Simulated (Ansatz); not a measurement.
One change: `[NH2][Ge][F]` becomes `[OH][Ge][F]`.

Ansatz, PBE0-D4/def2-TZVP geometries, multiplicity 1. Each molecule was computed in one conformer, which needn't be the lowest.

Scalar relativity is left out up to krypton.

| property | `[NH2][Ge][F]` |
| --- | --- |
| HOMO energy (ωB97M-V/def2-TZVPP) / eV | -9.94 |
| HOMO energy (B3LYP/def2-TZVPP) / eV | -7.56 |
| HOMO–LUMO gap (PBE/def2-TZVPP) / eV | 4.28 |
| LUMO energy (ωB97M-V/def2-TZVPP) / eV | 0.49 |
| HOMO–LUMO gap (ωB97M-V/def2-TZVPP) / eV | 10.43 |
| HOMO–LUMO gap (PBE0/def2-TZVPP) / eV | 6.23 |

Question: What does the change do to each property? (An estimate is asked.)

Answer: Computed: 
```csv
property,`[OH][Ge][F]`,shift
HOMO energy (ωB97M-V/def2-TZVPP) / eV,-10.61,-0.67
HOMO energy (B3LYP/def2-TZVPP) / eV,-8.21,-0.65
HOMO–LUMO gap (PBE/def2-TZVPP) / eV,4.30,0.02
LUMO energy (ωB97M-V/def2-TZVPP) / eV,-0.03,-0.52
HOMO–LUMO gap (ωB97M-V/def2-TZVPP) / eV,10.58,0.15
HOMO–LUMO gap (PBE0/def2-TZVPP) / eV,6.32,0.09
```

With PBE0 the HOMO falls by 0.64 eV and the LUMO falls by 0.55 eV, so the gap widens by about 0.09 eV. PBE moves the HOMO by -0.58 eV and ωB97M-V by -0.67 eV. The zero-point energy changes by -31.6 kJ/mol with -3 modes.

B3LYP here is the variant with VWN-RPA as its local correlation; programs differ in this.
